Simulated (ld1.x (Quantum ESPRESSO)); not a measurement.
# Building the TM potential for Hf (Z = 72) (LDA (PZ), scalar-relativistic).

```json
{"Element": "hafnium (Hf)", "Generator": "ld1.x (Quantum ESPRESSO) 7.5", "Type": "norm-conserving Troullier–Martins (Kleinman–Bylander form)", "Functional": "LDA (PZ)", "Relativity": "scalar-relativistic", "Frozen core": "[Xe] 4f14", "Valence charge": "4", "Reference configuration": "5d3 6s1 6p0", "Partial waves": "6s (bound): rc 2.25 bohr; 5d (bound): rc 2.80 bohr; 6p (bound, empty): rc 3.40 bohr", "Local potential": "the p channel", "Core correction": "a·sin(br)/r model core inside 1.10 bohr"}
```

Poles of the logarithmic derivatives, all-electron (AE) and pseudo (PS). s: poles at 0.4, 4.6 (AE) and 0.3, 2.4 (PS) Ry. p: poles at 1.3 (AE) and 1.1, 4.2 (PS) Ry. d: poles at 0.1, 3.0 (AE) and 0.1, 4.0 (PS) Ry. Test radius 3.69 bohr.

- Cutoffs needed: 21 Ry and 30 Ry (the cutoffs (Ry, on a coarse ladder) from which the occupation-weighted sum of valence levels, in a spherical-Bessel basis at the reference potential, stays within 10 and 1 mRy of its value at 400 Ry)
- Ghost test: no extra level below or beside the all-electron valence levels (s, d, p, f tested) (spherical-Bessel basis up to 400 Ry, 20 bohr box)
- Largest excitation error: -614 meV (all-electron minus pseudo) for 5d1 6s0 6p0, out of 7 test configurations
